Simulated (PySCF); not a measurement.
AlBH$_{5}$NSi, AlBH$_{5}$OSi (calculated)

Computed with PySCF 2.14.0. Calculation on a computer-drawn molecule: the log of a Hartree-Fock and frozen-core CCSD(T) single point meant for a local Hartree-Fock minimum, with one planted fault or none, to be diagnosed. Offsets are logged minus clean, where the clean run is the same molecule without the fault. The reference is restricted for singlets and unrestricted otherwise, and also for a bond in bohr or an excited solution. Adding or removing an electron swaps singlet and doublet. The excited solution moves the top pair (singlet) or top alpha electron (doublet) to the lowest empty orbital. Highest occupied and lowest empty are orbital energies over both spins, largest force is the largest gradient component, triples share is (T) over the correlation energy, the T1 limit is 0.02 restricted and 0.045 unrestricted, electrons count all cores, a negative frequency is imaginary (commonest isotopes), and the dipole is about the centre of nuclear charge.

Common to all runs: meant basis cc-pV(D+d)Z; logged SCF converged yes; logged CC converged yes; logged SCF stable within its kind yes; possible faults no fault, one electron removed, one electron added, multiplicity raised by two, geometry at a saddle point, SCF held on an excited solution, minimal basis STO-3G, one bond length entered in bohr, all coordinates scaled.

```json
{"entry": 1, "formula": "AlBH5NSi", "logged_structure": {"atoms_angstrom": [["B", -0.5224, -0.2366, -1.2511], ["Si", -0.4815, 1.7337, -0.7236], ["N", -1.884, 2.6171, -1.0691], ["Al", -3.2289, 3.4549, -1.4027], ["H", -1.464, -0.7734, -1.777], ["H", 0.4373, -0.9343, -1.0381], ["H", -0.1573, 1.7606, 0.7371], ["H", 0.7189, 2.3148, -1.4025], ["H", -4.5187, 4.2557, -1.7234]]}, "given": {"meant_charge": 0, "meant_multiplicity": 1, "logged_electrons": 44, "logged_basis_functions": 33, "logged_spin_squared": 0.0, "logged_highest_occupied [eV]": -4.7122, "logged_lowest_empty [eV]": 7.2684, "logged_largest_force [hartree/bohr]": 0.061094, "logged_T1_diagnostic": 0.029276, "logged_D1_diagnostic": 0.089716, "logged_triples_share": 0.053474, "logged_dipole_magnitude [debye]": 4.0549, "logged_energy_HF [hartree]": -605.52642, "logged_energy_CCSD(T) [hartree]": -605.76192, "drawn_bonds_atom": [1, 2, 3, 1, 1, 2, 2, 4], "drawn_bonds_other_atom": [2, 3, 4, 5, 6, 7, 8, 9], "drawn_bonds_order": [1, 1, 2, 1, 1, 1, 1, 1]}, "results": {"planted_fault": "minimal basis STO-3G", "HF_energy_offset_from_clean_run [kcal/mol]": 4595, "CCSD(T)_energy_offset_from_clean_run [kcal/mol]": 4743}, "notes": ["T1 above single-reference limit"]}
{"entry": 2, "formula": "AlBH5OSi", "logged_structure": {"atoms_angstrom": [["B", -2.8149, -1.6711, 2.2804], ["Si", -2.6817, -0.0301, 1.0927], ["O", -1.3454, -0.1787, 0.0015], ["Al", -0.1243, -0.2561, -1.0337], ["H", -2.0431, -2.5823, 2.1971], ["H", -3.6937, -1.7244, 3.0879], ["H", -2.4028, 1.2084, 1.8426], ["H", -3.8514, 0.1477, 0.2127], ["H", 1.049, -0.341, -2.0215]]}, "given": {"meant_charge": 1, "meant_multiplicity": 1, "logged_electrons": 44, "logged_basis_functions": 33, "logged_spin_squared": 0.0, "logged_highest_occupied [eV]": -13.222, "logged_lowest_empty [eV]": 1.4318, "logged_largest_force [hartree/bohr]": 0.026024, "logged_T1_diagnostic": 0.024678, "logged_D1_diagnostic": 0.076052, "logged_triples_share": 0.051209, "logged_dipole_magnitude [debye]": 6.7628, "logged_energy_HF [hartree]": -625.62169, "logged_energy_CCSD(T) [hartree]": -625.81922, "drawn_bonds_atom": [1, 2, 3, 1, 1, 2, 2, 4], "drawn_bonds_other_atom": [2, 3, 4, 5, 6, 7, 8, 9], "drawn_bonds_order": [1, 1, 1, 1, 1, 1, 1, 1]}, "results": {"planted_fault": "minimal basis STO-3G", "HF_energy_offset_from_clean_run [kcal/mol]": 4699, "CCSD(T)_energy_offset_from_clean_run [kcal/mol]": 4864}, "notes": ["T1 above single-reference limit"]}
{"entry": 3, "formula": "AlBH5OSi", "logged_structure": {"atoms_angstrom": [["B", -0.046, -0.6319, 1.9648], ["Si", 0.28, 0.7872, 0.5462], ["O", -1.0535, 1.1537, -0.336], ["Al", -2.361, 1.5238, -1.3368], ["H", -1.0914, -1.2089, 2.0953], ["H", 0.8434, -0.9329, 2.7156], ["H", 0.7849, 2.0216, 1.2027], ["H", 2.313, -0.1375, -1.1619], ["H", -3.6138, 2.2478, -0.6652]]}, "given": {"meant_charge": 0, "meant_multiplicity": 2, "logged_electrons": 45, "logged_basis_functions": 99, "logged_spin_squared": 1.5922, "logged_highest_occupied [eV]": -8.2732, "logged_lowest_empty [eV]": 1.0329, "logged_largest_force [hartree/bohr]": 0.0080677, "logged_T1_diagnostic": 0.042593, "logged_D1_diagnostic": 0.19351, "logged_triples_share": 0.03052, "logged_dipole_magnitude [debye]": 0.8245, "logged_energy_HF [hartree]": -633.24163, "logged_energy_CCSD(T) [hartree]": -633.69908, "drawn_bonds_atom": [1, 2, 3, 1, 1, 2, 2, 4], "drawn_bonds_other_atom": [2, 3, 4, 5, 6, 7, 8, 9], "drawn_bonds_order": [1, 1, 1, 1, 1, 1, 1, 1]}, "results": {"planted_fault": "one bond length entered in bohr, row 7 of the drawn bonds", "HF_energy_offset_from_clean_run [kcal/mol]": 67.54, "CCSD(T)_energy_offset_from_clean_run [kcal/mol]": 72.84}}
```
